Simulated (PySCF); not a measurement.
## Stationary points of GaBr₂

Computed with PySCF, PBE0, basis Ga def2-SVP, Br def2-SVP (no relativity, density fitting).

Relaxations began from a few typed shapes; open shells are unrestricted. The search is not exhaustive: other isomers or separated fragments can lie lower, and high-lying points may rest on an excited occupation.

| spin | group | bonds | angles | imaginary modes (cm⁻¹) | ΔE (kJ/mol) | ΔE with ZPE (kJ/mol) |
| --- | --- | --- | --- | --- | --- | --- |
| doublet | C2v | Ga–Br 2.319 Å (×2) | Br–Ga–Br 120.5° | none | 0.0 | 0.0 |
| doublet | D∞h | Ga–Br 2.403 Å (×2) | Br–Ga–Br 180.0° | 97i, 97i | 47.7 | – |

The lowest minimum found is the doublet C2v: Ga–Br 2.319 Å (×2); Br–Ga–Br 120.5°.
